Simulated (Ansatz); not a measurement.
Consider the hydrogenolysis of the Si–O bond: `O[Si](O)(O)S` + H₂ → `O[SiH](O)S` + H₂O.

Isolated molecules relaxed with PBE0-D4/def2-TZVP in Ansatz; ΔE leaves out vibrations. CBS: MP2 limit from def2 TZ/QZ plus the TZ coupled-cluster correction, frozen cores. This one scheme is used for every species. Functionals use def2-TZVPP. B3LYP here is the variant with VWN-RPA as its local correlation; programs differ in this. HSE06 is defined as in plane-wave codes. Each species was taken in one conformer, which may not be the lowest.

`O[Si](O)(O)S`:

Cartesian coordinates in Å:
```
O 0.172 -1.594 0.028
Si 0.016 0.026 0.096
O 1.516 0.631 -0.117
O -0.526 0.626 1.515
S -1.423 0.576 -1.366
H 1.011 -1.949 0.329
H 1.636 1.571 0.020
H -1.430 0.422 1.762
H -0.971 -0.309 -2.269
```

H₂:

Cartesian coordinates in Å:
```
H 0.299 0.206 -0.085
H -0.299 -0.206 0.085
```

`O[SiH](O)S`:

Z-matrix (Å, degrees):
```
Si
O 1 1.629
S 1 2.137 2 115.3
O 1 1.641 2 106.1 3 -122.0
H 1 1.476 2 107.0 3 115.4
H 2 0.959 1 117.6 3 88.8
H 3 1.345 1 94.4 2 -64.7
H 4 0.959 1 116.5 2 161.4
```

H₂O:

Cartesian coordinates in Å:
```
O -0.087 -0.376 -0.046
H -0.509 0.252 0.543
H 0.596 0.124 -0.497
```

```
             level  ΔE (kcal/mol)  difference from CCSD(T)/CBS
       LDA (SPW92)           23.8                          0.4
            PBE-D4           22.4                         -1.0
          HSE06-D4           22.6                         -0.8
          BHLYP-D4           24.6                          1.2
           ωB97M-V           24.4                          1.0
            B2PLYP           23.5                          0.1
             B3LYP           22.3                         -1.1
             BHLYP           23.2                         -0.2
           LC-ωPBE           22.8                         -0.6
      MP2/def2-SVP           22.9                         -0.5
SCS-MP2/def2-TZVPP           23.9                          0.5
   CCSD/def2-TZVPP           23.2                         -0.2
     HF/def2-QZVPP           22.6                         -0.8
    MP2/def2-QZVPP           24.6                          1.2
SCS-MP2/def2-QZVPP           23.8                          0.4
     MP2/CBS(def2)           24.5                          1.1
       CCSD(T)/CBS           23.4                            0
```

Largest T1 diagnostic among the species: 0.011.

The D4 term adds +1.8 kcal/mol with B3LYP and +0.9 kcal/mol with PBE0; it sums over pairs of atoms, weighted by their polarisabilities, and B3LYP, whose exchange is more repulsive, gets the larger term. At CCSD(T), def2-SVP lies −2.2 kcal/mol from the extrapolated value and def2-TZVPP +0.3 kcal/mol.
